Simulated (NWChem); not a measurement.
Species: PbF2, singlet; SMILES [F][Pb][F]

```xyz
3

Pb     0.0000     0.0000     0.2467
F     -1.5280     0.0000    -1.1236
F      1.5280     0.0000    -1.1236
```
Atoms are numbered in this order, from 1.

Low-valent species are run as closed-shell singlets; no triplet was tried in these runs. Structure relaxed at the PBE0/def2-SVP level. No frequency run checked for a minimum. def2 effective core potentials on Pb; no spin-orbit coupling.

Symmetry labels are those of C2v in the frame above (b1 and b2, or b-type labels, depend on it).

Task: List the 4 lowest vertical singlet excitations from PBE0/def2-SVPD with def2 effective core potentials on Pb, TDA (NWChem).

Result: 
```tsv
state	energy (eV)	oscillator strength	symmetry	leading excitation (squared amplitude)
S1	5.07	0.068	b2	HOMO → LUMO (0.97)
S2	5.55	0.000	a2	HOMO−1 → LUMO (1.00)
S3	6.05	0.001	b1	HOMO−2 → LUMO (0.89)
S4	6.12	0.019	b2	HOMO−4 → LUMO (0.98)
```
